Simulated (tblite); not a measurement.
Isomers of C6H10O4. All values are computed: GFN2-xTB (tblite) harmonic vibrations without scaling, gas phase. Errors from tens to a few hundred cm⁻¹ against measured bands are possible. One conformer each.

Electronic energies: GFN2-xTB at the same geometries; isomer energies are rough at this level and their order can be wrong.

```csv
SMILES,"electronic energy, lowest = 0 (kJ/mol)"
COC(=O)C(=O)OC(C)C,14.9
CCOC(=O)[C@H](C)OC=O,0.0
CCCOC(=O)C(=O)OC,28.5
CCOC(=O)C(=O)OCC,17.8
```

Q: How do GFN2-xTB zero-point energies change the relative energies?

A: 
| SMILES | ZPE (kJ/mol) | of it from modes above 1550 cm⁻¹ | electronic (kJ/mol) | with ZPE, lowest = 0 (kJ/mol) | lowest mode (cm⁻¹) | rings |
| --- | --- | --- | --- | --- | --- | --- |
| CCOC(=O)[C@H](C)OC=O | 411.5 | 200.9 | 0.0 | 0.0 | 16 | 0 |
| COC(=O)C(=O)OC(C)C | 409.9 | 202.1 | 14.9 | 13.2 | 8 | 0 |
| CCOC(=O)C(=O)OCC | 412.2 | 201.8 | 17.8 | 18.5 | 2i | 0 |
| CCCOC(=O)C(=O)OC | 411.5 | 201.0 | 28.5 | 28.5 | 6i | 0 |

The zero-point energies span 2.3 kJ/mol, from `COC(=O)C(=O)OC(C)C` to `CCOC(=O)C(=O)OCC`. Slightly imaginary modes are left out of the zero-point energy: `CCOC(=O)C(=O)OCC` 2.4i cm⁻¹ and `CCCOC(=O)C(=O)OC` 6.2i cm⁻¹. The order is unchanged.
